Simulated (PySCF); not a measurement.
Converging SnH⁺ in the basis (r²SCAN)

PySCF, UKS reference; singlet, unpaired electrons none; De to Sn⁺ + H without counterpoise correction.

| basis | relativity | functions | Re (Å) | ωe (cm⁻¹) | De (eV) | μ (D) |
| --- | --- | --- | --- | --- | --- | --- |
| cc-pVDZ-PP/cc-pVDZ | scalar-relativistic core potentials | 28 | 1.768 | 1819 | 2.72 | 0.05 |
| def2-SVPD | scalar-relativistic core potentials | 40 | 1.770 | 1806 | 2.72 | 0.05 |
| x2c-SVPall | spin-free X2C | 41 | 1.767 | 1837 | 2.75 | 0.08 |
| def2-TZVPPD | scalar-relativistic core potentials | 73 | 1.760 | 1822 | 2.76 | 0.04 |

(1) How does each smaller set differ from the one with most functions, def2-TZVPPD?

A positive dipole points towards H; it is taken about the centre of mass and depends on that origin. These are scalar-relativistic numbers at best; spin–orbit coupling would shift them, the dissociation energy most. For an ion De counts to the pair picked by the measured ionisation energies or electron affinities, which need not be the lowest pair at this level.

Answers

(1) cc-pVDZ-PP/cc-pVDZ: +0.8 pm, -0.2 % in ωe, -0.04 eV in De; def2-SVPD: +1.0 pm, -0.9 % in ωe, -0.04 eV in De; x2c-SVPall: +0.7 pm, +0.8 % in ωe, -0.01 eV in De. All at r²SCAN; the set with most functions is neither the basis-set limit nor always the best. The rows treat relativity differently, so the differences are not basis effects alone.
